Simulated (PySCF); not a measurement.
**Correlation energy of C²⁺ (carbon, charge +2)**

[He] 2p2, high-spin 3P determinant (an excited configuration). All numbers are calculated (PySCF 2.14, no relativity, point nucleus, in def2-QZVPPD (8s4p4d2f1g, 63 functions)). Frozen: 1s2; 2 electrons correlated.

With two correlated electrons CCSD is exact within the correlated space (frozen core and kept virtual orbitals).

| level | correlation energy (mhartree) |
| --- | --- |
| CCSD | -9.47 |

Diagnostics: T1 = 0.00043, D1 = 0.0006, largest double amplitude 0.015.

Task: Is a single reference adequate?

Result: Yes: T1 lies below 0.03 and no double amplitude reaches 0.07.
